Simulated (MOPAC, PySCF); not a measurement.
Ligands exchanged one at a time, B OH-SiH3. All species are isolated molecules in the gas phase. One relaxed conformer stands for each flexible species; it need not be the lowest. Strings in code marks are SMILES.

Quantity: redistribution energy (mixed species minus the weighted end members), in kcal/mol. Semi-empirical values (MOPAC) are differences of heats of formation.

Level 1: PBE-D3(BJ)/def2-TZVP // B3LYP-D3(BJ)/def2-TZVP (PySCF)
Level 2: B3LYP/6-311+G** // B3LYP-D3(BJ)/def2-TZVP (PySCF)
Level 3: PBE/6-31G* // B3LYP-D3(BJ)/def2-TZVP (PySCF)
Level 4: PM3 // B3LYP-D3(BJ)/def2-TZVP (MOPAC)

```json
[
 {"species": "2 of 3 OH replaced by SiH3: `[SiH3]B([SiH3])O` (H–O–B–Si torsion 0°)", "level 1": "0.38", "level 2": "0.45", "level 3": "-1.45", "level 4": "-10.9"},
 {"species": "1 of 3 OH replaced by SiH3: `OB(O)[SiH3]` (H–O–B–Si torsion 1°, Si–B–O–H torsion -1°)", "level 1": "-2.63", "level 2": "-1.75", "level 3": "-3.74", "level 4": "-7.32"}
]
```
